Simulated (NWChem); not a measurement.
A series in which one site is exchanged, each optimised at PBE0/def2-SVP with NWChem, gas phase unless a solvent is named. For some, no frequency run checked for a minimum. def2 effective core potentials on Sr, Cd, Te, Ba; no spin-orbit coupling.

A: [Br][Ba][Br] (BaBr₂; site = Ba)
B: [Br][Cd][Br] (CdBr$_{2}$; site = Cd)
C: Br[Te]Br (TeBr2; site = Te)
D: [Br][Sr][Br] (SrBr₂; site = Sr)

```json
[
 {"quantity": "dipole (D), PBE0/def2-SVP", "A": "6.64", "B": "___", "C": "1.69", "D": "2.37"},
 {"quantity": "orbital gap (eV), PBE0/def2-SVP", "A": "4.97", "B": "___", "C": "3.47", "D": "5.22"},
 {"quantity": "static polarisability, PBE0/def2-SVPD (bohr³)", "A": "90.2", "B": "___", "C": "87.0", "D": "80.5"},
 {"quantity": "lowest singlet excitation, PBE0/def2-SVPD, TDA (eV)", "A": "4.17", "B": "___", "C": "2.10", "D": "4.28"}
]
```

Question: Some entries are withheld; supply them.

Answer: 
- dipole (D), PBE0/def2-SVP, B: 0.00
- orbital gap (eV), PBE0/def2-SVP, B: 6.03
- static polarisability, PBE0/def2-SVPD (bohr³), B: 75.2
- lowest singlet excitation, PBE0/def2-SVPD, TDA (eV), B: 4.70
